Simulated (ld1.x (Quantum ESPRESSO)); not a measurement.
## Building the TM potential for hydrogen (BLYP, scalar-relativistic).

```
Element                 : H
Generator               : ld1.x (Quantum ESPRESSO) 7.5
Type                    : norm-conserving Troullier–Martins (Kleinman–Bylander form)
Functional              : BLYP
Relativity              : scalar-relativistic
Frozen core             : none
Valence charge          : 1
Reference configuration : 1s1
Partial waves           : 1s (bound): rc 1.10 bohr; 2p channel at 0.3 Ry: rc 1.05 bohr
Local potential         : the p channel
Core correction         : none
```

All-electron outer shells of the reference configuration (BLYP, scalar-relativistic, ld1.x):

```csv
shell,level (eV),outermost node (bohr),outermost maximum (bohr)
1s,-6.53,–,1.01
```

Question: Estimate the cutoffs (Ry, on a coarse ladder) from which the occupation-weighted sum of valence levels, in a spherical-Bessel basis at the reference potential, stays within 10 and 1 mRy of its value at 400 Ry.

Answer: 25 Ry and 40 Ry.

Question: Does the potential have ghost states?

Answer: No extra level below or beside the all-electron valence levels (s, p, d, f tested).
